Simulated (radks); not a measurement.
The numbers below are computed, except where a source is named.
Numerical settings for neutral ytterbium, [Xe] 4f14 6s2. Code: a radial shooting solver on a logarithmic mesh with Libxc functionals. Model: Dirac Kohn-Sham, PBE, spin-unpolarised, spherical densities, finite nucleus; Fermi nuclear charge, rms radius 5.3108 fm. The defaults (mesh step 0.008 in ln r, mesh end at 40 bohr or more with all orbitals vanishing there, Anderson mixing 0.5 over 9 steps, residual threshold near 1e-9 with the energy settled to 1e-9 hartree or 1e-11 of itself, here a cap of 96 iterations) give E = -14074.2834 hartree and 4f7/2 at -2.446 eV in 25 iterations. Run on one thread of a shared host, so times are rough (Arm Neoverse V1): 0.27 s of CPU time, 0.27 s wall, 25 iterations on 2440 mesh points. Changes against that run (0 stands for a change within the tolerance of the run):

setting,iterations,converged,E (mhartree),e(4f7/2) (meV),CPU (s)
mesh step in ln r 0.003,26,yes,0,0,0.69
mesh step in ln r 0.02,25,yes,0,0,0.12
mesh step in ln r 0.03,25,yes,-0.00111,0,0.09
mesh end (bohr) 1,14,level above zero,+3.05e+05,+3.82e+05,0.12
mesh end (bohr) 400,25,yes,0,0,0.29
residual threshold 0.001,18,yes,0,-9.37,0.23
residual threshold 0.1,18,yes,0,-9.37,0.23
mixing 0.05,56,yes,0,0,0.73
"linear mixing, mixing 0.5",96,no,+6.35e+03,-7.84e+03,1.7
"linear mixing, mixing 1",96,no,+9.96e+05,+2.45e+03,4.5
mixing history 3,22,yes,0,0,0.23
iteration cap 2,2,no,+826,-1.92e+04,0.04

Settled on a wrong energy, with an occupied level pushed above zero by the early mesh end: mesh end (bohr) 1 (+305 hartree). Apart from these: no run marked as converged misses the energy by more than 1 mhartree. A mesh that ends early acts as a hard wall.
